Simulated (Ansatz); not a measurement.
Basis-set series for `[OH][Ti]([OH])([I])[I]`. Charge 0, multiplicity 1. I takes the def2 core potential. All single points use the PBE0-D4/def2-TZVP geometry. It is one conformer, not always the lowest.

```xyz
7

O    -0.975   -0.125    1.138
Ti    0.256    0.141   -0.082
O    -0.092   -0.823   -1.518
I     0.297    2.642   -0.683
I     2.543   -0.517    0.894
H    -1.248    0.122    2.023
H    -0.781   -1.440   -1.771
```

| functional | basis | functions | energy (Eh) | HOMO (eV) | LUMO (eV) |
| --- | --- | --- | --- | --- | --- |
| PBE0-D4 | def2-TZVPP | 254 | -1596.51807 | -7.42 | -2.96 |
| PBE0-D4 | def2-QZVPP | 431 | -1596.54452 | -7.43 | -2.97 |
| ωB97M-V | def2-TZVPP | 254 | -1596.70055 | -9.42 | -0.97 |
| ωB97M-V | def2-QZVPP | 431 | -1596.72539 | -9.43 | -0.99 |

(1) Give the rows for def2-SVP. (An estimate is asked.)

## Answers

(1) Ansatz gave: 
```
functional     basis  functions  energy (Eh)  HOMO (eV)  LUMO (eV)
   PBE0-D4  def2-SVP        121  -1596.19655      -7.32      -2.95
   ωB97M-V  def2-SVP        121  -1596.37414      -9.28      -0.92
```

Scalar relativity is left out up to krypton.
